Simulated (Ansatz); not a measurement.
MF5 with several metals: r2SCAN-D4/def2-TZVP single points in Ansatz on relaxed structures, gas phase. Core potentials for Nb, Ta, no spin–orbit coupling. Binding counts from free atoms in the multiplicity of their measured ground term, without zero-point energy. A dash marks a value that wasn't run or was left out as unsound. The structures are stationary points that may keep the symmetry of their start. Remarks come from the PBE and PBE0 runs and from stability tests at other levels; not every state was tested. HOMO above LUMO (over both spins in singlets and doublets, within one spin in higher multiplets; at PBE or PBE0), or a gap under 0.15 eV within one spin, warns that the state may not be the lowest or that an electron is smeared out.

```json
{"species": "NbF5", "atoms": "6", "state": "singlet", "geometry": "r2SCAN-D4/def2-SVP", "HOMO (eV)": "-10.75", "LUMO (eV)": "-4.23", "gap (eV)": "6.52", "vertical IE (eV)": "14.04", "vertical triplet (eV)": "6.30", "binding per atom (eV)": "4.97", "point group (within 0.1 Å)": "D3h", "remarks": "gap within one spin near zero at PBE or PBE0 (+1 doublet), HOMO above LUMO (+1 doublet), gap within one spin near zero at PBE or PBE0 (triplet)"}
{"species": "TaF5", "atoms": "6", "state": "singlet", "geometry": "PBE0-D4/def2-SVP", "HOMO (eV)": "-10.70", "LUMO (eV)": "-3.26", "gap (eV)": "7.44", "vertical IE (eV)": "13.98", "vertical triplet (eV)": "–", "binding per atom (eV)": "5.29", "point group (within 0.1 Å)": "D3h", "remarks": "gap within one spin near zero at PBE or PBE0 (+1 doublet), HOMO above LUMO (+1 doublet), gap within one spin near zero at PBE or PBE0 (triplet)"}
{"species": "VF5", "atoms": "6", "state": "singlet", "geometry": "PBE0-D4/def2-SVP", "HOMO (eV)": "-10.72", "LUMO (eV)": "-6.36", "gap (eV)": "4.36", "vertical IE (eV)": "14.17", "vertical triplet (eV)": "4.04", "binding per atom (eV)": "–", "point group (within 0.1 Å)": "D3h", "remarks": "gap within one spin near zero at PBE or PBE0 (+1 doublet), HOMO above LUMO (+1 doublet), gap within one spin near zero at PBE or PBE0 (triplet)"}
```

The gap (eV) runs from 4.36 (VF5) to 7.44 (TaF5). The vertical IE (eV) runs from 13.98 (TaF5) to 14.17 (VF5).
